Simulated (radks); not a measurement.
Question: All-electron atom: Ce III in [Xe] 4f2 (the NIST ground configuration). All-electron calculation, Dirac Kohn-Sham, PBE, spin-unpolarised, spherical densities, finite nucleus; open shells fill j = l - 1/2 first; Fermi nuclear charge, rms radius 4.8771 fm. Program: a radial shooting solver on a logarithmic mesh with Libxc functionals.

Spin-orbit splittings of the eigenvalues, e(l+1/2) - e(l-1/2), with zeta = 2 splitting/(2l+1) and mean radii in bohr:

| shell | occ. | splitting (eV) | zeta (eV) | <r> j=l-1/2 | <r> j=l+1/2 |
|---|---|---|---|---|---|
| 2p | 6 | 446.6 | 297.8 | 0.08794 | 0.09415 |
| 3p | 6 | 87.80 | 58.53 | 0.2680 | 0.2802 |
| 3d | 10 | ? | ? | 0.2513 | 0.2551 |
| 4p | 6 | 18.72 | 12.48 | 0.6579 | 0.6855 |
| 4d | 10 | 3.255 | 1.302 | 0.7438 | 0.7538 |
| 4f | 2 | 0.2884 | 0.08241 | 1.216 | 1.233 |
| 5p | 6 | 2.579 | 1.719 | 1.738 | 1.820 |

Estimate the 3d splitting.

Answer: 18.86 eV (zeta = 7.544 eV).
